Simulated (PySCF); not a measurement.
C7H7O (SMILES Cc1ccc([O])cc1), doublet (typed; the unrestricted solution is spin-contaminated), at a GFN2-xTB geometry; HF/6-31G run with PySCF.

The PySCF input:
```python
from pyscf import gto, scf

mol = gto.M(
    atom='''
C    -2.774855   -0.313972   -0.097954
C    -1.297923   -0.138731   -0.036229
C    -0.455407   -1.262716    0.023569
C     0.900400   -1.132818    0.065969
C     1.538052    0.171230    0.051171
O     2.766987    0.306144    0.089950
C     0.635463    1.305806   -0.013121
C    -0.717776    1.139315   -0.054411
H    -3.103074   -1.072292    0.611357
H    -3.064676   -0.655148   -1.093716
H    -3.293680    0.619017    0.106761
H    -0.905899   -2.246078    0.036471
H     1.547925   -1.995488    0.113001
H     1.082270    2.288580   -0.025852
H    -1.366485    2.003572   -0.101598
''',
    basis='6-31g',
    charge=0,
    spin=1,
    verbose=4,
)

mf = scf.UHF(mol)
mf.kernel()
mf.analyze()
```

What the program printed (banner, timings and long lists left out):

```
PySCF version 2.14.0

[INPUT] verbose = 4
[INPUT] num. atoms = 15
[INPUT] num. electrons = 57
[INPUT] charge = 0
[INPUT] spin (= nelec alpha-beta = 2S) = 1
[INPUT] symmetry False subgroup None
[INPUT] Mole.unit = angstrom
[INPUT] Symbol           X                Y                Z      unit          X                Y                Z       unit  Magmom
[...]
nuclear repulsion = 332.839892668728
number of shells = 54
number of NR pGTOs = 204
number of NR cGTOs = 86
basis = 6-31g
ecp = {}

******** <class 'pyscf.scf.uhf.UHF'> ********
method = UHF
initial guess = minao
damping factor = 0
level_shift factor = 0
DIIS = <class 'pyscf.scf.diis.CDIIS'>
diis_start_cycle = 1
diis_space = 8
diis_damp = 0
SCF conv_tol = 1e-09
SCF conv_tol_grad = None
SCF max_cycles = 50
direct_scf = True
direct_scf_tol = 1e-13
number electrons alpha = 29  beta = 28
Set gradient conv threshold to 3.16228e-05
init E= -346.160300605963

cycle= 1 E= -343.646876018594  delta_E= 2.51  |g|= 0.562  |ddm|= 2.73
cycle= 2 E= -343.746617534179  delta_E= -0.0997  |g|= 0.494  |ddm|= 1.58
cycle= 3 E= -343.845429767846  delta_E= -0.0988  |g|= 0.0713  |ddm|= 0.826
cycle= 4 E= -343.856564273123  delta_E= -0.0111  |g|= 0.0496  |ddm|= 0.192
cycle= 5 E= -343.862947521037  delta_E= -0.00638  |g|= 0.0438  |ddm|= 0.112
cycle= 6 E= -343.874329122403  delta_E= -0.0114  |g|= 0.0295  |ddm|= 0.244
cycle= 7 E= -343.879887587649  delta_E= -0.00556  |g|= 0.0105  |ddm|= 0.243
cycle= 8 E= -343.880077805059  delta_E= -0.00019  |g|= 0.00556  |ddm|= 0.0294
cycle= 9 E= -343.880187906295  delta_E= -0.00011  |g|= 0.00257  |ddm|= 0.0353
cycle= 10 E= -343.880200319073  delta_E= -1.24e-05  |g|= 0.00132  |ddm|= 0.00806
cycle= 11 E= -343.880206420542  delta_E= -6.1e-06  |g|= 0.000589  |ddm|= 0.00735
cycle= 12 E= -343.880207527124  delta_E= -1.11e-06  |g|= 0.000306  |ddm|= 0.00233
cycle= 13 E= -343.880207903325  delta_E= -3.76e-07  |g|= 0.000135  |ddm|= 0.00152
cycle= 14 E= -343.88020797273  delta_E= -6.94e-08  |g|= 5.53e-05  |ddm|= 0.000709
cycle= 15 E= -343.880207980784  delta_E= -8.05e-09  |g|= 2.11e-05  |ddm|= 0.000251
cycle= 16 E= -343.880207981697  delta_E= -9.13e-10  |g|= 1.02e-05  |ddm|= 6.97e-05
Extra cycle  E= -343.880207981823  delta_E= -1.26e-10  |g|= 6.73e-06  |ddm|= 1.69e-05
converged SCF energy = -343.880207981823  <S^2> = 1.3537846  2S+1 = 2.5328123
**** SCF Summaries ****
Total Energy =                        -343.880207981822878
Nuclear Repulsion Energy =             332.839892668727998
One-electron Energy =                -1125.331052883564098
Two-electron Energy =                  448.610952233013222
Two-electron Coulomb Energy =          495.726683927078454
DFT Exchange-Correlation Energy =      -47.115731694065232
**** MO energy ****
                             alpha | beta                alpha | beta
[...]
To work with the spin densities directly, `use mulliken_meta_spin()` only printing them here.

 ** Mulliken spin pop alpha/beta on meta-lowdin orthogonal AOs **
 ** Mulliken Spin Density (per AO)  **
spin_pop of  0 C 1s        0.00000
spin_pop of  0 C 2s       -0.01095
spin_pop of  0 C 3s        0.00008
spin_pop of  0 C 2px      -0.03125
spin_pop of  0 C 2py      -0.00836
spin_pop of  0 C 2pz      -0.01846
spin_pop of  0 C 3px       0.00028
spin_pop of  0 C 3py       0.00006
spin_pop of  0 C 3pz       0.00029
spin_pop of  1 C 1s       -0.00000
spin_pop of  1 C 2s        0.05325
spin_pop of  1 C 3s       -0.00108
spin_pop of  1 C 2px       0.03376
spin_pop of  1 C 2py       0.04237
spin_pop of  1 C 2pz       0.51658
spin_pop of  1 C 3px      -0.00013
spin_pop of  1 C 3py      -0.00022
spin_pop of  1 C 3pz       0.00306
spin_pop of  2 C 1s        0.00000
spin_pop of  2 C 2s       -0.04681
spin_pop of  2 C 3s        0.00095
spin_pop of  2 C 2px      -0.03913
spin_pop of  2 C 2py      -0.03456
spin_pop of  2 C 2pz      -0.43682
spin_pop of  2 C 3px       0.00024
spin_pop of  2 C 3py       0.00015
spin_pop of  2 C 3pz      -0.00245
spin_pop of  3 C 1s       -0.00000
spin_pop of  3 C 2s        0.04986
spin_pop of  3 C 3s       -0.00112
spin_pop of  3 C 2px       0.03676
spin_pop of  3 C 2py       0.03719
spin_pop of  3 C 2pz       0.51833
spin_pop of  3 C 3px      -0.00040
spin_pop of  3 C 3py      -0.00021
spin_pop of  3 C 3pz       0.00276
spin_pop of  4 C 1s        0.00000
spin_pop of  4 C 2s       -0.04996
spin_pop of  4 C 3s        0.00063
spin_pop of  4 C 2px      -0.03704
spin_pop of  4 C 2py      -0.04430
spin_pop of  4 C 2pz      -0.35811
spin_pop of  4 C 3px      -0.00052
spin_pop of  4 C 3py      -0.00031
spin_pop of  4 C 3pz      -0.00015
spin_pop of  5 O 1s       -0.00000
spin_pop of  5 O 2s        0.01649
spin_pop of  5 O 3s       -0.00098
spin_pop of  5 O 2px       0.02565
spin_pop of  5 O 2py       0.00236
spin_pop of  5 O 2pz       0.64023
spin_pop of  5 O 3px       0.00024
spin_pop of  5 O 3py      -0.00092
spin_pop of  5 O 3pz       0.00060
spin_pop of  6 C 1s       -0.00000
spin_pop of  6 C 2s        0.05032
spin_pop of  6 C 3s       -0.00113
spin_pop of  6 C 2px       0.03846
spin_pop of  6 C 2py       0.03592
spin_pop of  6 C 2pz       0.52476
spin_pop of  6 C 3px      -0.00046
spin_pop of  6 C 3py      -0.00017
spin_pop of  6 C 3pz       0.00282
spin_pop of  7 C 1s        0.00000
spin_pop of  7 C 2s       -0.04665
spin_pop of  7 C 3s        0.00094
spin_pop of  7 C 2px      -0.03696
spin_pop of  7 C 2py      -0.03676
spin_pop of  7 C 2pz      -0.43335
spin_pop of  7 C 3px       0.00021
spin_pop of  7 C 3py       0.00017
spin_pop of  7 C 3pz      -0.00245
spin_pop of  8 H 1s        0.01807
spin_pop of  8 H 2s        0.00002
spin_pop of  9 H 1s        0.03057
spin_pop of  9 H 2s        0.00008
spin_pop of  10 H 1s        0.00660
spin_pop of  10 H 2s       -0.00001
spin_pop of  11 H 1s        0.03263
spin_pop of  11 H 2s       -0.00025
spin_pop of  12 H 1s       -0.03674
spin_pop of  12 H 2s        0.00018
spin_pop of  13 H 1s       -0.03712
spin_pop of  13 H 2s        0.00019
spin_pop of  14 H 1s        0.03245
spin_pop of  14 H 2s       -0.00026
 ** Mulliken Spin Density (per atom)  **
spin density of  0 C =     -0.06831
spin density of  1 C =      0.64759
spin density of  2 C =     -0.55843
spin density of  3 C =      0.64315
spin density of  4 C =     -0.48977
spin density of  5 O =      0.68368
spin density of  6 C =      0.65052
spin density of  7 C =     -0.55483
spin density of  8 H =      0.01808
spin density of  9 H =      0.03065
spin density of  10 H =      0.00659
spin density of  11 H =      0.03238
spin density of  12 H =     -0.03655
spin density of  13 H =     -0.03693
spin density of  14 H =      0.03220
 ** Mulliken pop alpha/beta on meta-lowdin orthogonal AOs **
 ** Mulliken pop       alpha | beta **
In total            29.00000 | 28.00000
 ** Mulliken atomic charges   ( Nelec_alpha | Nelec_beta ) **
charge of  0C =     -0.29662  (     3.11415      3.18247 )
charge of  1C =      0.03899  (     3.30430      2.65671 )
charge of  2C =     -0.11329  (     2.77743      3.33586 )
charge of  3C =     -0.10960  (     3.37638      2.73322 )
charge of  4C =      0.24468  (     2.63277      3.12255 )
charge of  5O =     -0.32933  (     4.50651      3.82282 )
charge of  6C =     -0.10957  (     3.38005      2.72953 )
charge of  7C =     -0.11303  (     2.77910      3.33393 )
charge of  8H =      0.10812  (     0.45498      0.43690 )
charge of  9H =      0.11087  (     0.45989      0.42924 )
charge of  10H =      0.10524  (     0.45067      0.44408 )
charge of  11H =      0.10958  (     0.46140      0.42902 )
charge of  12H =      0.12209  (     0.42068      0.45723 )
charge of  13H =      0.12211  (     0.42048      0.45741 )
charge of  14H =      0.10975  (     0.46122      0.42903 )
Dipole moment(X, Y, Z, Debye): -3.67512, -0.44214, -0.15372
```
